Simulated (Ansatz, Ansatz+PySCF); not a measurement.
```xyz
2

Si    0.0000    0.0000   -0.1109
H     0.0000    0.0000    1.5530
```

Basis set: def2-SVP (spherical functions). Frozen core: 5 orbitals. Correlation on ROHF uses semicanonical orbitals with singles. Charge 0, multiplicity 2.

Computed with Ansatz (development build ahead of 0.2.0); each method stands on the lowest determinant of its kind that the runs found.

(1) Give the atomization energy at this shape (free ground-state atoms in the same class of orbitals less the molecule, no zero-point energy) of doublet SiH by UHF-CCSD(T), ROHF-MP2, UHF.

Results:

(1)

```json
{"method": "UHF-CCSD(T)", "atomization energy": "2.82 eV"}
{"method": "ROHF-MP2", "atomization energy": "2.65 eV"}
{"method": "UHF", "atomization energy": "2.08 eV"}
```
